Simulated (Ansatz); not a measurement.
One change: `[CH3][Sn]([F])([F])[Cl]` becomes `[CH3][Sn]([CH3])([F])[F]`.

Ansatz, PBE0-D4/def2-TZVP geometries, multiplicity 1. 

Elements past krypton have def2 core potentials.

| property | `[CH3][Sn]([F])([F])[Cl]` |
| --- | --- |
| size of the dipole moment (ωB97M-V/def2-TZVPP) / D | 4.18 |
| LUMO energy (ωB97M-V/def2-TZVPP) / eV | 0.20 |
| LUMO energy (PBE0/def2-TZVPP) / eV | -1.83 |
| size of the dipole moment (PBE/def2-TZVPP) / D | 4.06 |
| HOMO–LUMO gap (PBE/def2-TZVPP) / eV | 5.27 |
| LUMO energy (PBE/def2-TZVPP) / eV | -2.81 |

(1) Give the same properties after the change, and the shifts. (An estimate is asked.)

## Answers

(1) The calculation gave: 
```csv
property,`[CH3][Sn]([CH3])([F])[F]`,shift
size of the dipole moment (ωB97M-V/def2-TZVPP) / D,4.29,0.11
LUMO energy (ωB97M-V/def2-TZVPP) / eV,1.25,1.05
LUMO energy (PBE0/def2-TZVPP) / eV,-0.49,1.34
size of the dipole moment (PBE/def2-TZVPP) / D,4.13,0.07
HOMO–LUMO gap (PBE/def2-TZVPP) / eV,5.93,0.66
LUMO energy (PBE/def2-TZVPP) / eV,-1.45,1.36
```

With PBE0 the HOMO rises by 0.79 eV and the LUMO rises by 1.34 eV, so the gap widens by about 0.55 eV. PBE moves the HOMO by 0.70 eV and ωB97M-V by 0.86 eV. Dipoles are sizes alone; their direction can turn.
